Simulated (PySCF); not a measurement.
One of the candidates below gave these computed data.

- Triplet: lowest triplet excitation (Tamm–Dancoff): 4.45 eV [TDA B3LYP/def2-SVPD]
- Dipole: 3.64 D [B3LYP/def2-SVPD]
- UV, strongest line: among the 8 lowest singlet transitions: S3 at 5.85 eV (212 nm, f = 0.076) [TDDFT B3LYP/def2-SVPD]
- Rotational structure: rotational constants A, B, C: 4.889, 1.060, 0.943 GHz [GFN2-xTB]
- Polarisability: 80.7 au [B3LYP/def2-SVPD]
- UV, first state: lowest singlet excitation: 4.86 eV (255 nm, f = 0.001) [TDDFT B3LYP/def2-SVPD]

Gas-phase values; electronic properties from PySCF, density fitting. Levels stand in brackets. The structure is a single GFN2-xTB conformer in the gas phase; no vibrational or solvent corrections.

Question: Which candidate is it?
A. `O=Cc1ccccn1`
B. `C#CC#CCC(N)=O`
C. `C#CCNC(=O)C#C`

Answer: C. It is `C#CCNC(=O)C#C`. Numbering: `[CH:1]#[C:2][CH2:3][NH:4][C:5](=[O:6])[C:7]#[CH:8]`. Its formula, C6H5NO, gives 5 degrees of unsaturation: 0 rings and 5 π bonds in the structure found. The optimised geometry has point group C1 and is an asymmetric top.

The others, at the same levels:
- `C#CC#CCC(N)=O` fails: its computed lowest singlet excitation is 4.66 eV (266 nm, f = 0.001) (against 4.86 eV), lowest triplet excitation (Tamm–Dancoff) is 3.85 eV (against 4.45 eV) and static isotropic polarisability is 88.9 au (against 80.7 au).
- `O=Cc1ccccn1` fails: its computed lowest singlet excitation is 3.46 eV (359 nm, f = 0.000) (against 4.86 eV), lowest triplet excitation (Tamm–Dancoff) is 2.98 eV (against 4.45 eV) and strongest line among the 8 lowest singlet transitions is S8 at 6.45 eV (192 nm, f = 0.241) (against S3 at 5.85 eV).

Each candidate is one conformer, not necessarily the lowest. The conformers computed, where there is a choice (atom-mapped SMILES and torsion angles):
- `[CH:1]#[C:2][CH2:3][NH:4][C:5](=[O:6])[C:7]#[CH:8]`: C2–C3–N4–C5 -120°, C3–N4–C5–O6 -4°
- `[CH:1]#[C:2][C:3]#[C:4][CH2:5][C:6]([NH2:7])=[O:8]`: C4–C5–C6–N7 21°, H–N7–C6–C5 -179°, H–N7–C6–C5 -6°
- `[O:1]=[CH:2][c:3]1[cH:4][cH:5][cH:6][cH:7][n:8]1`: O1–C2–C3–C4 0°
